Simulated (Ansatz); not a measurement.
Basis-set series for `FCC#CC(F)(F)F`. Total charge 0; spin multiplicity 1. Geometry: relaxed with PBE0-D4/def2-TZVP.

| functional | basis | functions | energy (Eh) | HOMO (eV) | LUMO (eV) |
| --- | --- | --- | --- | --- | --- |
| PBE0-D4 | def2-SVP | 122 | -551.94904 | -8.92 | -0.66 |
| PBE0-D4 | def2-TZVPP | 276 | -552.60563 | -8.96 | -0.85 |
| ωB97M-V | def2-SVP | 122 | -552.34744 | -11.17 | 1.59 |
| ωB97M-V | def2-TZVPP | 276 | -553.01919 | -11.23 | 1.30 |

(1) Give the rows for def2-QZVPP. (Best estimate.)

Answers

(1) Computed: 
| functional | basis | functions | energy (Eh) | HOMO (eV) | LUMO (eV) |
| --- | --- | --- | --- | --- | --- |
| PBE0-D4 | def2-QZVPP | 516 | -552.63353 | -8.99 | -0.92 |
| ωB97M-V | def2-QZVPP | 516 | -553.04521 | -11.26 | 1.13 |

Positive LUMOs are unbound and depend on the basis.
